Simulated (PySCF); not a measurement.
# Electron correlation in Co⁻ (cobalt, charge -1)

[Ar] 3d8 4s2, high-spin 3F determinant. All numbers are calculated (PySCF 2.14, no relativity, point nucleus, in dyall-av2z). Frozen: [Ar]; 10 electrons correlated; the 33 highest virtual orbitals of each spin left out.

MP2 pair energies summed by pair of shells (mhartree):

```tsv
pair	energy	share (%)
3d-3d	-264.46	86.2
3d-4s	-27.92	9.1
4s-4s	-14.59	4.8
```

Total MP2 correlation energy: -306.97 mhartree.

Same-spin part -112.26 and opposite-spin part -194.71 mhartree; SCS-MP2 scales them by 1/3 and 6/5 to -271.07 mhartree.
